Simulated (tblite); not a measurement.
Input of a run (GFN2-xTB geometry optimisation, gas phase (tblite 0.8.0)), started from a force field or distance geometry:
```
{"job": {"kind": "relax", "xc": "GFN2-xTB", "basis": "xTB"}, "charge": 1, "multiplicity": 2}
C     -2.588900     0.588900     0.300100
C     -1.938900     0.118300    -0.929000
Cl    -2.705700    -1.421000    -1.387200
C     -0.479800    -0.103900    -0.860200
O      0.048100    -0.689600     0.322800
C      1.252900    -0.059000    -0.063900
C      2.220300     0.254700     1.025800
C      0.388100     1.064700    -0.506600
O      0.374400     2.263500    -0.569100
H     -3.628700     0.985800     0.208800
H     -2.162000     0.585000     1.284000
H     -0.042300    -0.637700    -1.723500
H      1.658500    -0.566300    -0.933700
H      2.031000     1.169000     1.587800
H      2.341700    -0.640200     1.689000
H      3.223500     0.364100     0.543500
```

Output (eV, eV/Å):
```
step      E/eV     max force
  0    -773.46968    5.439
  1    -774.09926    5.514
  2    -774.36363    4.839
  3    -774.72690    1.821
  4    -774.96346    1.487
  5    -775.14623    1.423
  6    -775.33975    1.185
  7    -775.45545    1.129
  8    -775.58615    1.148
  9    -775.67827    0.966
 10    -775.75977    0.666
 11    -775.82069    0.625
 12    -775.88815    0.670
 13    -775.93268    0.529
 14    -775.96356    0.528
 15    -775.99143    0.423
 16    -776.00864    0.407
 17    -776.01753    0.267
 18    -776.02331    0.253
 19    -776.02921    0.265
 20    -776.03688    0.314
 21    -776.04329    0.232
 22    -776.04755    0.159
 23    -776.05082    0.179
 24    -776.05498    0.203
 25    -776.06155    0.279
 26    -776.07180    0.306
 27    -776.08542    0.309
 28    -776.09881    0.367
 29    -776.11171    0.356
 30    -776.12910    0.362
 31    -776.14542    0.383
 32    -776.15779    0.255
 33    -776.17016    0.259
 34    -776.18307    0.375
 35    -776.19691    0.418
 36    -776.20935    0.460
 37    -776.21560    0.414
 38    -776.22407    0.207
 39    -776.23019    0.188
 40    -776.24044    0.146
 41    -776.24426    0.180
 42    -776.24986    0.136
 43    -776.25305    0.131
 44    -776.25609    0.140
 45    -776.25965    0.177
 46    -776.26521    0.244
 47    -776.27055    0.193
 48    -776.27505    0.151
 49    -776.27870    0.142
 50    -776.28319    0.190
 51    -776.28895    0.221
 52    -776.29572    0.217
 53    -776.30108    0.158
 54    -776.30505    0.136
 55    -776.30778    0.117
 56    -776.31028    0.124
 57    -776.31299    0.126
 58    -776.31672    0.137
 59    -776.31944    0.143
 60    -776.32275    0.114
 61    -776.32572    0.131
 62    -776.32863    0.140
 63    -776.33243    0.182
 64    -776.33667    0.167
 65    -776.34123    0.234
 66    -776.34588    0.202
 67    -776.35288    0.217
 68    -776.36179    0.345
 69    -776.37656    0.428
 70    -776.39187    0.358
 71    -776.40228    0.521
 72    -776.40311    0.541
 73    -776.41661    0.200
 74    -776.42034    0.367
 75    -776.42726    0.268
 76    -776.44444    0.308
 77    -776.45396    0.277
 78    -776.45763    0.431
 79    -776.46878    0.242
 80    -776.47328    0.153
 81    -776.47931    0.447
 82    -776.48397    0.212
 83    -776.48774    0.231
 84    -776.49408    0.296
 85    -776.49778    0.166
 86    -776.50252    0.138
 87    -776.50564    0.174
 88    -776.50477    0.191
 89    -776.50819    0.117
 90    -776.50916    0.119
 91    -776.51154    0.175
 92    -776.51338    0.170
 93    -776.51511    0.120
 94    -776.51698    0.085
 95    -776.51849    0.087
 96    -776.51988    0.118
 97    -776.52122    0.096
 98    -776.52262    0.112
 99    -776.52387    0.092
100    -776.52515    0.121
101    -776.52627    0.127
102    -776.52732    0.108
103    -776.52793    0.057
104    -776.52832    0.051
105    -776.52865    0.052
106    -776.52907    0.079
107    -776.52954    0.082
108    -776.52998    0.069
109    -776.53037    0.044
110    -776.53075    0.048
111    -776.53121    0.046
112    -776.53175    0.066
113    -776.53234    0.096
114    -776.53299    0.111
115    -776.53381    0.113
116    -776.53489    0.095
117    -776.53607    0.086
118    -776.53703    0.068
119    -776.53762    0.044
120    -776.53783    0.075
121    -776.53812    0.038
122    -776.53835    0.035
123    -776.53868    0.039
124    -776.53888    0.029
125    -776.53906    0.021
126    -776.53917    0.020
127    -776.53925    0.016
128    -776.53929    0.012
129    -776.53933    0.010
130    -776.53935    0.008
```

Question: Summarise the run.

Answer: The energy falls by 70.8 kcal/mol over 130 L-BFGS steps, the largest force on an atom goes from 5.44 to 0.008 eV/Å, and the atoms move by 1.058 Å rms after alignment. The bond that changes most is C1–C2 (ends: carbon bonded to C and 2 H; carbon bonded to 2 C and Cl), which shortens by 0.120 Å. Bonds longer at the end by more than 0.005 Å: 7 of 16; shorter: 8. Among the angles that change most is C1–C2–Cl3, from 107.6° to 123.2°. Among the dihedrals that turn most is Cl3–C2–C4–C8, from 179° to 69°. The energy rose by more than 1e-5 eV at step 88. The first step brought 21 % of the lowering.

Question: What are the final bond lengths?

Answer: C1–C2 1.348 Å, C2–Cl3 1.708 Å, C2–C4 1.489 Å, C4–O5 1.409 Å, O5–C6 1.431 Å, C6–C7 1.509 Å, C6–C8 1.527 Å, C8=O9 1.169 Å, C4–C8 1.561 Å, C1–H10 1.078 Å, C1–H11 1.080 Å, C4–H12 1.100 Å, C6–H13 1.099 Å, C7–H14 1.089 Å, C7–H15 1.091 Å, C7–H16 1.087 Å. Numbering counts from 1 in the input's order; the species is `[CH2+][C](Cl)[C@@H]1O[C@H](C)C1=O` [radical].

On an Arm Neoverse V2 with one thread, no GPU, shared host with 96 logical CPUs at a one-minute load of 81, this took 1.0 s.

Its GFN2-xTB frequencies are all real (lowest 46 cm⁻¹).

One conformer stands for the species.

All values are computed, not measured.
